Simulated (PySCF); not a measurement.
# Br: electron affinity

Br⁻ [Kr] (1S) → Br [Ar] 3d10 4s2 4p5 (2P), as a difference of total energies. All numbers are calculated (PySCF 2.14, the spin-free X2C one-electron Hamiltonian (Gaussian nucleus), in x2c-TZVPPall with one added diffuse shell each of s, p, d type (7s6p5d1f, 57 functions)). Correlated levels: valence: [Ar] 3d10 frozen; valence and next inner shell: [Ne] frozen. The calculations carry no spin-orbit coupling.

| method | electron affinity (eV) | plus first-order spin-orbit estimate | error of that sum (eV) |
| --- | --- | --- | --- |
| UHF | 2.356 | 2.208 | -1.156 |
| LDA | 3.739 | 3.590 | +0.226 |
| PBE | 3.457 | 3.309 | -0.055 |
| PBE0 | 3.413 | 3.265 | -0.099 |
| r2SCAN | 3.478 | 3.330 | -0.034 |
| wB97X-V | 3.415 | 3.267 | -0.097 |
| HSE06 | 3.425 | 3.277 | -0.087 |
| BHandHLYP | 3.307 | 3.158 | -0.206 |
| TPSSh | 3.424 | 3.276 | -0.088 |
| MP2 (valence) | 3.366 | 3.218 | -0.146 |
| SCS-MP2 (valence) | 3.284 | 3.136 | -0.228 |
| MP2 (valence and next inner shell) | 3.402 | 3.254 | -0.110 |
| SCS-MP2 (valence and next inner shell) | 3.307 | 3.159 | -0.205 |

Reference: 3.364 eV (measured; photodetachment measurements, as compiled on the Wikipedia data page of electron affinities).

A first-order spin-orbit estimate (lowest level to lowest level, LS coupling) adds -0.148 eV.

Errors of the correlated levels include the incompleteness of this basis and the frozen core.

In the anion the highest occupied orbital energy is positive at LDA, PBE, a self-interaction effect; the basis confines that electron, and the energy difference can still be sensible.
